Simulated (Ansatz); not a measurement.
Mulliken charges of `[C]#C[SiH2]Cl` radical from r2SCAN/def2-TZVPP in Ansatz (PBE0-D4/def2-TZVP geometry).

```json
{"atom": "C1", "x (Å)": "0.868", "y (Å)": "-2.059", "z (Å)": "1.138", "charge (e)": "0.006"}
{"atom": "C2", "x (Å)": "0.473", "y (Å)": "-1.051", "z (Å)": "0.595", "charge (e)": "-0.217"}
{"atom": "Si3", "x (Å)": "-0.085", "y (Å)": "0.485", "z (Å)": "-0.206", "charge (e)": "0.559"}
{"atom": "Cl4", "x (Å)": "-1.795", "y (Å)": "0.115", "z (Å)": "-1.264", "charge (e)": "-0.236"}
{"atom": "H5", "x (Å)": "0.959", "y (Å)": "0.951", "z (Å)": "-1.142", "charge (e)": "-0.056"}
{"atom": "H6", "x (Å)": "-0.379", "y (Å)": "1.495", "z (Å)": "0.832", "charge (e)": "-0.056"}
```

Problem. By hand: the dipole of these point charges (1 e Å = 4.8032 D).

Solution. Σ q r = (0.246, 0.323, 0.078) e Å, of length 0.413 e Å = 1.98 D.

Problem. How does the dipole of the full density compare? (Estimate.)

Solution. Computed: (0.154, 0.101, 0.077) e Å, 0.96 D; the point charges give 2.06 times that, at 22° from its direction.

Point charges leave out the atoms' own dipoles, such as those of lone pairs, and Mulliken's split depends on the basis, so the two needn't agree.
